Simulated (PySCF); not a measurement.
# Spinor energies of Tb (terbium, neutral)

Start: [Xe] 4f9 6s2; 4f5/2 filled at m_j = -5/2, -3/2, -1/2, +1/2, +3/2, +5/2; 4f7/2 filled at m_j = +3/2, +5/2, +7/2. Calculated with PySCF 2.14 in x2c-TZVPall-2c: generalised Hartree-Fock with the X2C-1e Hamiltonian and a Gaussian nucleus; one run each with spin-orbit coupling (SO) switched off, then screened by Boettger's factors.

| spinor shell | electrons | ε, spin-free (eV) | ε, screened SO (eV) | weight of nominal j (screened SO) | rms radius, screened SO (bohr) |
| --- | --- | --- | --- | --- | --- |
| 1s1/2 | 2 | -52256.2 | -52245.9 | 1.000 | 0.0245 |
| 2s1/2 | 2 | -8784.9 | -8781.7 | 1.000 | 0.0989 |
| 2p1/2 | 2 | -7801.4 | -8328.2 | 1.000 | 0.0846 |
| 2p3/2 | 4 | -7801.4 | -7576.9 | 1.000 | 0.0911 |
| 3s1/2 | 2 | -1999.6 | -1998.6 | 1.000 | 0.255 |
| 3p1/2 | 2 | -1690.2 | -1801.2 | 1.000 | 0.246 |
| 3p3/2 | 4 | -1690.2 | -1642.1 | 1.000 | 0.260 |
| 3d3/2 | 4 | -1285.5 | -1306.1 | 0.998 | 0.232 |
| 3d5/2 | 6 | -1285.5 | -1270.7 | 0.999 | 0.236 |
| 4s1/2 | 2 | -419.65 | -419.33 | 1.000 | 0.576 |
| 4p1/2 | 2 | -315.22 | -341.39 | 0.986 | 0.592 |
| 4p3/2 | 4 | -315.22 | -303.73 | 0.993 | 0.621 |
| 4d3/2 | 4 | -168.70 | -176.87 | 0.791 | 0.671 |
| 4d5/2 | 6 | -168.70 | -162.99 | 0.860 | 0.679 |
| 5s1/2 | 2 | -58.094 | -58.044 | 1.000 | 1.44 |
| 5p1/2 | 2 | -30.891 | -34.687 | 0.941 | 1.62 |
| 4f5/2 | 6 | -13.891 | -13.507 | 0.722 | 0.978 |
| 4f7/2 | 3 | -13.891 | -14.491 | 0.805 | 0.967 |
| 6s1/2 | 2 | -5.037 | -5.039 | 1.000 | 4.80 |

(1) Where does 5p3/2 lie, and what is the 5p spin-orbit splitting (screened SO)?

| quantity | spin-free | screened SO |
| --- | --- | --- |
| E (hartree) | -11700.64821 | -11708.76015 |
| M_J | 15/2 | 15/2 |
| ⟨J²⟩ | 63.771 | 63.778 |
| ⟨L²⟩ | 30.010 | 30.563 |
| ⟨S²⟩ | 8.761 | 8.640 |

Each row is a mean over spinors that exchange with the open shell spreads, by up to 15.208 eV (4d5/2).

Rows whose weight is well below 1 are mixtures of j = l ± 1/2: exchange outweighs spin-orbit coupling there, and the label is only the starting occupation.

Breit and QED terms are absent; they matter most for the inner s and p1/2 levels.

Densities and radii are taken from the X2C orbitals without a picture-change correction, which distorts them close to the nucleus.

Without spin-orbit coupling the j labels of p, d and f shells carry no meaning; the spin-free column gives the mean over the occupied spinors of each nl shell.

Answers

(1) At -29.236 eV, 5.451 eV above 5p1/2.
